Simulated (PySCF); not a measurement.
## Gd(SH)3 at several levels of theory

Computed with PySCF 2.14.0 (density fitting, no spin-orbit coupling) at the geometry relaxed with PBE0:

```xyz
7
Gd(SH)3 (singlet in the valence; each metal's 4f electrons, 7 of them, lie in its core potential, out of spins and levels)
Gd    0.0000    0.0000    0.9343
S     2.5681    0.4113    0.9624
H     2.8945   -0.9036    0.9544
S    -1.6402    2.0184    0.9624
H    -0.6647    2.9585    0.9544
S    -0.9278   -2.4297    0.9624
H    -2.2298   -2.0549    0.9544
```

```
level                                                 basis    state  HOMO (eV)  gap (eV)  charge on Gd1 (e)  population of f-type functions on Gd1 (polarisation alone where 4f lies in the core)  dipole about the centre of mass (D)  largest force component (eV/Å)
 PBE0     Gd lcecp-1-SVP with ECP53, S def2-SVP, H def2-SVP  singlet      -7.40      4.94               0.85                                                                                  0.03                                 0.19                            0.01
 BP86                                              the same  singlet      -6.30      3.14               0.69                                                                                  0.03                                 0.18                            0.33
 TPSS                                              the same  singlet      -6.33      3.41               0.83                                                                                  0.03                                 0.18                            0.22
M06-L                                              the same  singlet      -6.38      4.15               1.07                                                                                  0.03                                 0.20                            0.22
 PBE0  Gd lcecp-1-TZVP with ECP53, S def2-TZVP, H def2-TZVP  singlet      -7.47      5.00               1.27                                                                                  0.04                                 0.19                            0.21
```

In the lcecp rows the 4f levels are missing from HOMO and gap, and the state counts the valence alone.

Charges are Mulliken's, which hang on the basis. The relaxation used the grid (50, 194), these runs (75, 302) or, all-electron (x2c bases, spin-free X2C Hamiltonian), (99, 590).

**Question.** What does BLYP with Gd lcecp-1-SVP with ECP53, S def2-SVP, H def2-SVP give here?

**Answer.** state singlet, HOMO (eV) -5.98, gap (eV) 2.89, charge on Gd1 (e) 0.63, population of f-type functions on Gd1 (polarisation alone where 4f lies in the core) 0.03, dipole about the centre of mass (D) 0.17, largest force component (eV/Å) 0.43. Time: 5.4 s on 2 threads of Arm Neoverse V1, with other jobs on the host, from an already converged density.

In the first row's basis the gap widens with exact exchange: 2.9 to 4.1 eV for BLYP, BP86, TPSS, M06-L (none); 4.9 eV for PBE0 (a fixed share).

An lcecp potential fixes the number of 4f electrons, so in runs with it no electron can move into or out of that shell.
